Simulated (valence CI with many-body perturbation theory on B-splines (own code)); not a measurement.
**Xe XLIX: what the settings do**

Computed by configuration interaction combined with many-body perturbation theory (CI+MBPT): four valence electrons over a frozen Dirac-Fock core [He], radial functions for each j: 6 s, 6 p, 5 d, 3 f, 1 g, with the one-electron correlation potential Σ1, the two-electron term Σ2, the three-electron term Σ3, Breit, model QED; selected CI, second order for the rest, scaled by the run's own slope (own B-spline code, finite nucleus).

The last digits are not significant, and no measured levels were compared; by estimate large intervals hold to a few tenths of a per cent, small ones and those within an open d or f shell to about a per cent.

The reference run has the lowest level (2s^2 2p1/2^2) J=0 and an ionisation energy of 8972.35 eV. Its largest variational space holds 9992 state functions.

Levels are named by their leading jj configuration (3d3/2^4 stands for four electrons in 3d with j = 3/2), which in mixed levels can hold well under half, so a name can repeat and another be missing. Letters in brackets count levels of one name in rising energy.

Reference levels: (2s^2 2p1/2 2p3/2) J=1 2682330, (2s^2 2p1/2 2p3/2) J=2 2808820, (2s 2p1/2^2 2p3/2) J=2 4180790, (2s 2p1/2^2 2p3/2) J=1 4671860, (2s^2 2p3/2^2) J=2 5592150, (2s^2 2p3/2^2) J=0 5918990, (2s 2p1/2 2p3/2^2) J=2 [a] 6734330, (2s 2p1/2 2p3/2^2) J=3 7015990, (2s 2p1/2 2p3/2^2) J=0 7315720, (2s 2p1/2 2p3/2^2) J=1 [a] 7435360, (2s 2p1/2 2p3/2^2) J=2 [b] 7517990, (2s 2p1/2 2p3/2^2) J=1 [b] 7545850 cm⁻¹.

Q: Rank these changes by the mean size of the shift of these levels, smallest first.
A. three-electron term on → off
B. logarithmic knot step 0.27 → 0.33; scale of Σ2 1 → 0
C. correlating orbitals by l 3 3 3 2 1 → 4 2 4 1 2

A: C (55 cm⁻¹), A (450 cm⁻¹), B (1300 cm⁻¹).
